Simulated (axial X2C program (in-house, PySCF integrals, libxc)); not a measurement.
# Which molecule has these constants?

All values come from calculations with an axial X2C code built on PySCF integrals, spin-free (one-electron X2C) or two-component (2c: spin–orbit coupling with atomic mean-field Coulomb and Gaunt terms, which also bring small scalar terms), in Dyall basis sets with cores contracted in-house; open shells are unrestricted.

A two-component PBE0 calculation in a Dyall 3-zeta basis gave Re = 1.428 Å, ωe = 1531.6 cm⁻¹, De = 6.02 eV, Ω = 0.

Which molecule is it?
A. AsS⁺
B. SN⁺
C. PS⁺

B. The others have PS⁺ 1.826 Å and 887.3 cm⁻¹ (Ω = 0); AsS⁺ 1.935 Å and 684.3 cm⁻¹ (Ω = 0).

Each entry is the lowest single determinant of a limited PBE0 search at one distance. De goes to single-determinant-based atoms at the same level (for ions the charge split of lowest energy) and is withheld (n/a) where an atom does not fit its ground term or J level. Main or longest-lived isotopes. The functionals have no current term, which raises determinants with orbital currents.
